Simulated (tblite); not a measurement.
Input of a run (GFN2-xTB geometry optimisation, gas phase (tblite 0.8.0)), started from a force field or distance geometry:
```
{"job": {"kind": "relax", "xc": "GFN2-xTB", "basis": "xTB"}, "charge": 0, "multiplicity": 2}
O     -3.602600     0.467300    -0.014800
C     -2.241900     0.281800     0.025300
C     -1.366200     1.196300     0.612700
C     -0.010500     0.971200     0.626300
C      0.472000    -0.219700     0.079500
C      1.959500    -0.408200     0.133000
O      2.450600     0.169900    -1.042500
C     -0.352400    -1.149000    -0.501500
C     -1.709700    -0.880700    -0.508300
H     -1.732200     2.119500     1.054900
H      0.672900     1.683900     1.083800
H      2.207100    -1.485000     0.089200
H      2.419100     0.129500     0.988300
H      3.207800     0.751400    -0.771600
H      0.059500    -2.045500    -0.926800
H     -2.440500    -1.573700    -0.939000
```

Output (eV, eV/Å):
```
step      E/eV     max force
  0    -723.30619    5.571
  1    -723.83703    1.100
  2    -723.87294    0.526
  3    -723.91035    0.407
  4    -723.93102    0.430
  5    -723.93898    0.166
  6    -723.94433    0.159
  7    -723.94829    0.168
  8    -723.95069    0.142
  9    -723.95204    0.094
 10    -723.95310    0.089
 11    -723.95400    0.087
 12    -723.95455    0.072
 13    -723.95492    0.075
 14    -723.95535    0.066
 15    -723.95598    0.090
 16    -723.95667    0.095
 17    -723.95719    0.072
 18    -723.95748    0.039
 19    -723.95768    0.042
 20    -723.95785    0.035
 21    -723.95800    0.032
 22    -723.95817    0.037
 23    -723.95836    0.049
 24    -723.95854    0.040
 25    -723.95868    0.040
 26    -723.95882    0.045
 27    -723.95904    0.053
 28    -723.95956    0.108
 29    -723.96058    0.266
 30    -723.96228    0.315
 31    -723.96399    0.991
 32    -723.95799    0.928
 33    -723.97775    0.214
 34    -723.98360    0.586
 35    -723.99183    0.668
 36    -724.00911    0.278
 37    -724.00965    0.986
 38    -724.02264    0.162
 39    -724.02657    0.126
 40    -724.03036    0.273
 41    -724.03253    0.128
 42    -724.03672    0.109
 43    -724.04027    0.115
 44    -724.04253    0.113
 45    -724.04408    0.127
 46    -724.04532    0.087
 47    -724.04626    0.191
 48    -724.04714    0.134
 49    -724.04872    0.079
 50    -724.04995    0.104
 51    -724.05159    0.102
 52    -724.05246    0.115
 53    -724.05303    0.055
 54    -724.05361    0.106
 55    -724.05405    0.050
 56    -724.05438    0.035
 57    -724.05462    0.041
 58    -724.05496    0.048
 59    -724.05536    0.051
 60    -724.05573    0.051
 61    -724.05599    0.041
 62    -724.05619    0.031
 63    -724.05640    0.034
 64    -724.05659    0.032
 65    -724.05673    0.027
 66    -724.05683    0.027
 67    -724.05695    0.031
 68    -724.05711    0.034
 69    -724.05733    0.045
 70    -724.05758    0.048
 71    -724.05784    0.050
 72    -724.05809    0.054
 73    -724.05830    0.044
 74    -724.05846    0.043
 75    -724.05858    0.032
 76    -724.05866    0.023
 77    -724.05871    0.016
 78    -724.05874    0.012
 79    -724.05876    0.015
 80    -724.05880    0.018
 81    -724.05883    0.017
 82    -724.05885    0.010
 83    -724.05886    0.008
```

Task: Summarise the run.

Result: The energy falls by 17.4 kcal/mol over 83 L-BFGS steps, the largest force on an atom goes from 5.57 to 0.008 eV/Å, and the atoms move by 0.233 Å rms after alignment. The bond that changes most is O1–C2 (ends: oxygen bonded to C; carbon bonded to 2 C and O), which shortens by 0.138 Å. Bonds longer at the end by more than 0.005 Å: 6 of 16; shorter: 9. Among the angles that change most is C5–C6–O7, from 105.4° to 111.4°. Among the dihedrals that turn most is H13–C6–O7–H14, from 12° to -65°. The energy rose by more than 1e-5 eV at step 32. The first step brought 71 % of the lowering.

Task: What are the final bond lengths?

Result: O1–C2 1.236 Å, C2–C3 1.453 Å, C3–C4 1.364 Å, C4–C5 1.405 Å, C5–C6 1.505 Å, C6–O7 1.413 Å, C5–C8 1.403 Å, C8–C9 1.365 Å, C2–C9 1.453 Å, C3–H10 1.080 Å, C4–H11 1.083 Å, C6–H12 1.092 Å, C6–H13 1.101 Å, O7–H14 0.964 Å, C8–H15 1.081 Å, C9–H16 1.080 Å. Numbering counts from 1 in the input's order; the species is `c1([O])ccc(cc1)CO` [radical].

The run took 0.5 s wall on one thread of an Arm Neoverse V1, no GPU, shared host with 64 logical CPUs at a one-minute load of 31.

GFN2-xTB frequencies show an imaginary mode (32i cm⁻¹), so the point is no minimum at that level.

One conformer stands for the species.

The numbers are calculated, not measured.
